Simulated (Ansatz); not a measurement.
Cost and result for the atomization energy of `[OH][InH][CH2]Br` (8 atoms, 7 bonds).

Charge 0, multiplicity 1. Correlated methods include outer-core shells of Br, In, which these sets cover unevenly. Scalar relativity is left out up to krypton. In: def2 effective core potential. The geometry is a stationary point of PBE0-D4/def2-TZVP. It is one conformer, not always the lowest. Program: Ansatz. All runs use 4 threads of an Intel Xeon Platinum 8375C on a shared host. Times are those of one run each, without the atoms' runs, and a repeat can differ threefold. Electronic energies, without spin–orbit coupling; frozen cores. CCSD(T)/CBS adds CCSD(T) − MP2 in def2-TZVPP to the MP2 limit, and its time is that of the two runs behind it. T1 = 0.013. With those shells the extrapolation isn't a true limit. B3LYP takes the VWN-RPA correlation (the form of Gaussian; ORCA's B3LYP/G). HSE06 is the plane-wave form, built on full-range PBE exchange.

CCSD(T)/CBS is a level of theory with its own doubt, some kJ/mol a heavy atom from the limit and from the frozen cores, so smaller differences don't rank the functionals.

```tsv
level	functions	wall time	atomization (kJ/mol)	difference from CCSD(T)/CBS	per bond
BLYP-D4/def2-TZVPP	216	2.1 s	2349.0	-55.0	-7.9
revPBE-D4/def2-TZVPP	216	2.3 s	2342.8	-61.2	-8.7
PBE-D4/def2-TZVPP (with forces)	216	2.8 s	2417.3	13.3	1.9
HSE06-D4/def2-TZVPP	216	3.1 s	2362.7	-41.3	-5.9
PBE0-D4/def2-TZVPP	216	3.4 s	2361.0	-43.0	-6.1
r2SCANh-D4/def2-TZVPP	216	4 s	2361.7	-42.3	-6.0
PBE-QIDH/def2-TZVPP	216	6 s	2353.0	-51.0	-7.3
B3LYP-D4/def2-TZVPP (with forces)	216	6.5 s	2346.2	-57.8	-8.3
B2PLYP/def2-TZVPP	216	7 s	2333.1	-70.9	-10.1
CCSD(T)/def2-SVP	106	8 s	2203.1	-200.9	-28.7
MP2/def2-QZVPP	405	16 s	2412.8	8.8	1.2
CCSD(T)/def2-TZVPP	216	110 s	2326.0	-78.0	-11.1
CCSD(T)/CBS(def2)	–	2 min	2404.0	0.0	0.0
```

At CCSD(T), def2-SVP lies −201.0 kJ/mol from the extrapolated value and def2-TZVPP −78.0 kJ/mol: correlation converges slowly with the basis, and small sets miss more of it in the bonded molecule than in its fragments. From PBE to PBE0 (25 % exact exchange), in def2-TZVPP and without D4, the atomization energy moves by −53.9 kJ/mol: exact exchange takes away binding that semilocal exchange gives to molecules. In def2-TZVPP, CCSD(T) changes the Hartree–Fock value by +713.0 kJ/mol (the triples alone add +47.7 kJ/mol) and MP2 by +753.6 kJ/mol; breaking electron pairs costs correlation energy, which Hartree–Fock lacks.

Spin–orbit coupling would lower the free In atoms strongly, and the atomization energy with them, by more than many differences here.
